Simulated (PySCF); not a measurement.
Te(H)(SMe) (CH₄STe), SMILES CS[TeH].

Geometry: B3LYP-D3(BJ)/def2-SVP. The def2 effective core potentials stand for the cores of Te; spin–orbit coupling is left out.

Computed with TDA-B3LYP/def2-SVPD (PySCF).

Vertical excitations. The molecule is in vacuum.

```
state  energy (eV)  λ (nm)      f                                                              main pairs
-----  -----------  ------  -----  ----------------------------------------------------------------------
S1            3.24     383  0.002                                                          HOMO→LUMO 99 %
S2            3.58     346  0.004                                                        HOMO−1→LUMO 99 %
S3            4.59     270  0.011                                                        HOMO→LUMO+1 99 %
S4            5.22     238  0.003                                                      HOMO−1→LUMO+1 93 %
S5            5.76     215  0.008                                      HOMO→LUMO+2 68 %, HOMO−2→LUMO 23 %
S6            6.04     205  0.005                                                      HOMO−1→LUMO+2 91 %
S7            6.20     200  0.146                                      HOMO→LUMO+3 69 %, HOMO→LUMO+2 12 %
S8            6.29     197  0.001                                                        HOMO→LUMO+4 93 %
S9            6.32     196  0.188  HOMO→LUMO+3 21 %, HOMO−2→LUMO 21 %, HOMO→LUMO+5 20 %, HOMO→LUMO+2 12 %
S10           6.46     192  0.002                                    HOMO→LUMO+5 63 %, HOMO−1→LUMO+3 18 %
T1            2.62     473      0                                                          HOMO→LUMO 99 %
T2            3.03     409      0                                                        HOMO−1→LUMO 98 %
T3            4.08     304      0                                                        HOMO→LUMO+1 97 %
T4            4.51     275      0                                                        HOMO−2→LUMO 95 %
```
Triplets are in the Tamm–Dancoff approximation.
